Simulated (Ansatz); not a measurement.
Reaction (ligand exchange at a B–C bond): `B[C](=C)[AlH2]` + `[NH2][AlH2]` → `B[NH][AlH2]` + `C=[CH][AlH2]`

Computed with Ansatz on PBE0-D4/def2-TZVP structures; ΔE is electronic, products minus reactants. CBS: MP2 limit from def2 TZ/QZ plus the TZ coupled-cluster correction, frozen cores. This one scheme is used for every species. Functionals use def2-TZVPP.

| level | ΔE (kJ/mol) |
| --- | --- |
| BLYP | -111.1 |
| PBE0 | -109.1 |
| r2SCANh | -110.0 |
| CAM-B3LYP | -113.5 |
| RPA@PBE/def2-TZVPP | -109.1 |
| HF/def2-SVP | -117.6 |
| MP2/def2-TZVPP | -109.2 |
| MP2/def2-QZVPP | -107.7 |

What does CCSD(T)/CBS give? (Estimate.)

Computed: -108.2 kJ/mol. The listed levels differ from it by -2.9, -0.9, -1.8, -5.3, -0.9, -9.4, -1.0, 0.5 kJ/mol.

Largest T1 diagnostic among the species: 0.012.

At CCSD(T), def2-SVP lies −14.9 kJ/mol from the extrapolated value and def2-TZVPP −2.4 kJ/mol. Leaving LDA and LC-ωPBE aside and taking each functional with its dispersion term where it has one, the values, not all of them listed here, spread over 6.7 kJ/mol, from CAM-B3LYP-D4 to revPBE-D4. LDA lies −3.5 kJ/mol from PBE without D4.
